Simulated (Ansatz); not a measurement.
All numbers were calculated with Ansatz.

Basis-set series for `O=C=N[SiH]F` radical. The species carries charge 0 and has multiplicity 2. Geometry: relaxed with PBE0-D4/def2-TZVP. It is one conformer, not always the lowest.

```json
{"functional": "PBE0-D4", "basis": "def2-SVP", "functions": "79", "energy (Eh)": "-557.36976", "HOMO (eV)": "-6.60", "LUMO (eV)": "-2.82"}
{"functional": "PBE0-D4", "basis": "def2-QZVPP", "functions": "328", "energy (Eh)": "-557.82558", "HOMO (eV)": "-6.74", "LUMO (eV)": "-2.89"}
{"functional": "ωB97M-V", "basis": "def2-SVP", "functions": "79", "energy (Eh)": "-557.67312", "HOMO (eV)": "-8.32", "LUMO (eV)": "-1.12"}
{"functional": "ωB97M-V", "basis": "def2-QZVPP", "functions": "328", "energy (Eh)": "-558.13404", "HOMO (eV)": "-8.49", "LUMO (eV)": "-1.30"}
```

(1) Give the rows for def2-TZVPP. (An estimate is asked.)

## Answers

(1) The calculation gave: 
```
functional       basis  functions  energy (Eh)  HOMO (eV)  LUMO (eV)
   PBE0-D4  def2-TZVPP        180   -557.80092      -6.71      -2.85
   ωB97M-V  def2-TZVPP        180   -558.11115      -8.45      -1.22
```

HOMO and LUMO are taken over both spins.
